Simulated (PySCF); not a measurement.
C2H8FNSi2, SMILES [SiH3]N[Si@@H](C=C)F.

The structure is a stationary point at B3LYP-D3(BJ)/def2-SVP. The structure was generated by enumeration; whether it is a known compound was not checked. The values are those of a single conformer.

Two levels are set side by side: TDDFT-PBE/def2-SVPD (PySCF) and TDDFT-B3LYP/def2-SVPD (PySCF). Vertical, same geometry. The lowest singlet is HOMO→LUMO 100 % with PBE and HOMO→LUMO 99 % with the other functional; states are paired by order. Differences are taken from unrounded values.

```tsv
quantity	TDDFT-PBE
lowest singlet excitation (eV)	4.71
lowest triplet excitation (TDA) (eV)	4.25
first bright state (f over 0.05) (eV)	6.43
its oscillator strength	0.08
```

Task: These are the TDDFT-PBE values. What does TDDFT-B3LYP give? (Estimate from the structure and the level; the computed values follow.)

Result: 
```
quantity                               TDDFT-B3LYP  TDDFT-PBE minus TDDFT-B3LYP
-------------------------------------  -----------  ---------------------------
lowest singlet excitation (eV)                5.66                        -0.95
lowest triplet excitation (TDA) (eV)          4.20                         0.05
first bright state (f over 0.05) (eV)         6.84                        -0.41
its oscillator strength                       0.18                        -0.10
```

Functionals without exact exchange tend to place singlet excitations lower, as here. Differences between two approximate levels are no errors against the true value.

Rough cost on one machine, each run with all the roots and properties that it gave: TDDFT-B3LYP against TDDFT-PBE about 3 times.
